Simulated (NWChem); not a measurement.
System: CH4MgOS; SMILES [Mg]([OH])[S]C

```xyz
8

Mg     0.1522    -1.0377     0.0000
O     -0.2249    -2.7563     0.0000
H     -0.3429    -3.6998    -0.0007
S      0.6442     1.2126     0.0000
C     -0.9998     2.0229     0.0000
H     -1.5816     1.7860    -0.9021
H     -0.8206     3.1069     0.0107
H     -1.5907     1.7701     0.8918
```
Atoms are numbered in this order, from 1.

Results from NWChem. Geometry: optimised at PBE0/def2-SVP. Vertical excitations in the gas phase; the lowest state need not have the same character in each row.

Problem. Order these by “lowest excitation, singlet (eV)”, lowest first: B3LYP/def2-SVPD, TDA; LDA (Slater exchange, VWN5)/def2-SVPD, TDA; PBE/def2-SVPD, TDA.

Solution. LDA (Slater exchange, VWN5)/def2-SVPD, TDA (3.49), PBE/def2-SVPD, TDA (3.56), B3LYP/def2-SVPD, TDA (3.86)
